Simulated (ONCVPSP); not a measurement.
Configuration tests for calcium (ONCV)

ONCVPSP 4.0.1 input, shortened (lines: element, Z, core and valence counts, functional; n l f; lmax; l rc ep ncon nbas qcut; lloc lpopt rc5 dvloc0; l nproj debl; icmod fcfact rcfact), PBEsol, scalar-relativistic:

```
  Ca 20.00    3    3  -116133      upf
    1    0    2.00
    2    0    2.00
    2    1    6.00
    3    0    2.00
    3    1    6.00
    4    0    1.00
    3
    0    1.50    0.00    4    7    7.70
    1    1.35    0.00    4    7    5.90
    2    1.35    0.06    4    8    7.80
    3    1.30    0.11    5   10    9.40
    3    5    1.30    0.00
    0    2    1.50
    1    2    2.50
    2    2    1.20
    3    0    3.60
    3    5.25    1.55
```

In the d channel the program set the typed energies aside and used 0.050, 1.250 Ha.

Energies are relative to the spin-unpolarised reference configuration 3s2 3p6 4s1; without spin polarisation the order of configurations can differ from experiment. Not all tests gave a result: 1 of 4 tests not solved or not reliable.

```json
{"valence configuration": "3s2 3p6 4s2", "charge": "0", "ΔE all-electron (eV)": "-6.305", "error AE − PS (meV)": "+0.1"}
{"valence configuration": "3s2 3p6 4s0", "charge": "+2", "ΔE all-electron (eV)": "11.682", "error AE − PS (meV)": "-0.5"}
{"valence configuration": "3s2 3p6 4s1.5", "charge": "+0.5", "ΔE all-electron (eV)": "-3.802", "error AE − PS (meV)": "+0.1"}
```

Levels in the configuration 3s2 3p6 4s2:

```tsv
level	all-electron (eV)	pseudo (eV)
3s	-46.958	-46.957
3p	-27.949	-27.949
4s	-3.765	-3.765
```
